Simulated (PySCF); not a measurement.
Field gradients at the hydrogen positions

Compound: C4H12O2Si2.
Numbering: `[O:1]=[CH:2][O:3][CH2:4][C@H:5]([SiH3:6])[CH2:7][SiH3:8]` (hydrogens: H9 on C2; H10, H11 on C4; H12 on C5; H13, H14, H15 on Si6; H16, H17 on C7; H18, H19, H20 on Si8)

Structure used (GFN2-xTB), in Å, numbered top down from 1:
```xyz
20
C4H12O2Si2 angstrom
O     -1.922    2.817   -0.187
C     -1.300    2.230    0.647
O     -0.865    0.988    0.576
C     -1.156    0.260   -0.622
C     -0.323   -1.007   -0.607
Si    -0.530   -1.901    1.072
C      1.134   -0.713   -0.970
Si     1.983    0.723   -0.051
H     -0.997    2.661    1.617
H     -2.228    0.033   -0.636
H     -0.930    0.896   -1.486
H     -0.739   -1.663   -1.383
H     -1.965   -2.040    1.330
H      0.067   -3.232    0.921
H      0.119   -1.192    2.168
H      1.190   -0.493   -2.042
H      1.719   -1.624   -0.821
H      1.866    0.597    1.400
H      1.473    2.019   -0.505
H      3.400    0.651   -0.425
```

Level: PBE0/pcSseg-1 (PySCF, non-relativistic); Q(2H) = 0.00286 b; rigid geometry, the same for H and D, with no vibrational averaging.

Task: Rank these positions by the coupling χzz of a deuteron there, largest first.
A. H9 (formyl hydrogen)
B. H11 (methylene hydrogen)
C. H12 (methine hydrogen)
D. H16 (methylene hydrogen)
E. H18 (Si–H hydrogen)
F. H20 (Si–H hydrogen)

Result: D (204 kHz), C (199 kHz), B (191 kHz), A (184 kHz), E (112 kHz), F (108 kHz).

Task: What are Vzz, η and χzz (234.96 MHz × Q × Vzz) at all hydrogens?

Result: 
| atom | bonded to | bond length (Å) | Vzz (au) | η | χzz (kHz) |
| --- | --- | --- | --- | --- | --- |
| H9 | C2 | 1.104 | 0.2742 | 0.04 | 184 |
| H10 | C4 | 1.096 | 0.2879 | 0.08 | 193 |
| H11 | C4 | 1.097 | 0.2835 | 0.09 | 191 |
| H12 | C5 | 1.097 | 0.2964 | 0.03 | 199 |
| H13 | Si6 | 1.465 | 0.1621 | 0.02 | 109 |
| H14 | Si6 | 1.466 | 0.1613 | 0.01 | 108 |
| H15 | Si6 | 1.457 | 0.1679 | 0.03 | 113 |
| H16 | C7 | 1.095 | 0.3034 | 0.03 | 204 |
| H17 | C7 | 1.092 | 0.3084 | 0.04 | 207 |
| H18 | Si8 | 1.460 | 0.1660 | 0.03 | 112 |
| H19 | Si8 | 1.465 | 0.1611 | 0.01 | 108 |
| H20 | Si8 | 1.468 | 0.1601 | 0.01 | 108 |

Task: Average by the element that carries the hydrogen.

Result: on C: 196 kHz over 6 positions, mean bond length 1.097 Å; on Si: 110 kHz over 6 positions, mean bond length 1.464 Å.

Task: How does χzz go with the bond length over the 6 C–H bonds?

Result: A straight-line fit has a slope of -19.0 kHz for each 0.01 Å, with a correlation coefficient of -0.85, over lengths from 1.092 to 1.104 Å. The longer bonds have the smaller couplings here.

Isolated species at its GFN2-xTB geometry (one conformer only). GFN2-xTB bond lengths can be off by several hundredths of an ångström, more for odd bonds, and the gradients follow them. These gradients aren't converged with respect to the basis.
